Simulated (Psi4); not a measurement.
C₂H₇Al, triplet, at a GFN2-xTB geometry (such geometries of metal compounds can be far from the true shape) (a higher spin typed on purpose: for a closed-shell molecule this is an excited state). Base run: CCSD/def2-SV(P) in Psi4.

Here is a job for Psi4.
```
memory 2 GB

molecule {
0 3
  Al    0.40958518   -0.18314137   -0.80511561
  C    -0.58097621   -1.24208483    0.75109971
  H    -0.37697706   -2.26541523    0.44622273
  H    -1.64939540   -1.04926874    0.74868397
  H    -0.15066413   -1.05098784    1.72869272
  C    -0.15699471    1.51820863    0.33890127
  H     0.32500173    2.30475461   -0.23624706
  H     0.24065338    1.49664967    1.34825049
  H    -1.23395162    1.65544067    0.34478597
  H     1.94855128   -0.36707805   -0.45389173
}

set basis def2-sv(p)
set reference uhf

energy('ccsd')
print_variables()
```

Variants of this job, named by their change:

```json
[
 {"change": "base", "ΔE vs base (kcal/mol)": "0.000", "MP2 correlation (Eh)": "-0.30688", "CC correlation without the perturbative part (Eh)": "-0.35506", "basis functions": "60", "core-seconds (rough)": "40"},
 {"change": "cc_type = df", "ΔE vs base (kcal/mol)": "0.021", "MP2 correlation (Eh)": "-0.30666", "CC correlation without the perturbative part (Eh)": "-0.35504", "basis functions": "60", "core-seconds (rough)": "60"},
 {"change": "freeze_core = on", "ΔE vs base (kcal/mol)": "(withheld)", "MP2 correlation (Eh)": "(withheld)", "CC correlation without the perturbative part (Eh)": "(withheld)", "basis functions": "60", "core-seconds (rough)": "20"},
 {"change": "method = scs-mp2", "ΔE vs base (kcal/mol)": "28.39", "MP2 correlation (Eh)": "-0.30688", "CC correlation without the perturbative part (Eh)": "-", "basis functions": "60", "core-seconds (rough)": "6"},
 {"change": "method = lccd", "ΔE vs base (kcal/mol)": "-2.80", "MP2 correlation (Eh)": "-0.30688", "CC correlation without the perturbative part (Eh)": "-", "basis functions": "60", "core-seconds (rough)": "30"},
 {"change": "puream = on", "ΔE vs base (kcal/mol)": "0.000", "MP2 correlation (Eh)": "-0.30688", "CC correlation without the perturbative part (Eh)": "-0.35506", "basis functions": "60", "core-seconds (rough)": "50"},
 {"change": "puream = off", "ΔE vs base (kcal/mol)": "-19.23", "MP2 correlation (Eh)": "-0.32148", "CC correlation without the perturbative part (Eh)": "-0.37029", "basis functions": "63", "core-seconds (rough)": "50"},
 {"change": "method = ccsd(t)", "ΔE vs base (kcal/mol)": "(withheld)", "MP2 correlation (Eh)": "-0.30688", "CC correlation without the perturbative part (Eh)": "-0.35506", "basis functions": "60", "core-seconds (rough)": "100"},
 {"change": "method = mp2.5", "ΔE vs base (kcal/mol)": "19.13", "MP2 correlation (Eh)": "-0.30666", "CC correlation without the perturbative part (Eh)": "-", "basis functions": "60", "core-seconds (rough)": "8"},
 {"change": "method = omp2", "ΔE vs base (kcal/mol)": "(withheld)", "MP2 correlation (Eh)": "-0.30666", "CC correlation without the perturbative part (Eh)": "-", "basis functions": "60", "core-seconds (rough)": "20"}
]
```

**Question.** What belongs in the gaps?

**Answer.** 
- freeze_core = on, ΔE vs base (kcal/mol): 8.01
- freeze_core = on, MP2 correlation (Eh): -0.29358
- freeze_core = on, CC correlation without the perturbative part (Eh): -0.34230
- method = ccsd(t), ΔE vs base (kcal/mol): -6.16
- method = omp2, ΔE vs base (kcal/mol): 26.45

Open shells are given as the SCF converged; they aren't shown to be the lowest states, and a large step between rows can be another state.
